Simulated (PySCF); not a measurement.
SSn, SMILES [S]=[Sn] (connectivity only; charge and spin as stated), neutral, multiplicity 1.

Coordinates come from a PBE0-D3(BJ)/def2-TZVP optimisation. The def2 effective core potentials stand for the cores of Sn; spin–orbit coupling is left out.

Calculation: PBE0-D3(BJ)/def2-TZVP (PySCF).

Frequencies are harmonic and unscaled.

| mode | ν (cm⁻¹) | IR (km/mol) | Raman (Å⁴/amu) | depolarisation | moving atoms (share of kinetic energy) |
|---|---|---|---|---|---|
| 1 | 504 | 41.5 | 34.7 | 0.28 | S 79 %, Sn 21 % |
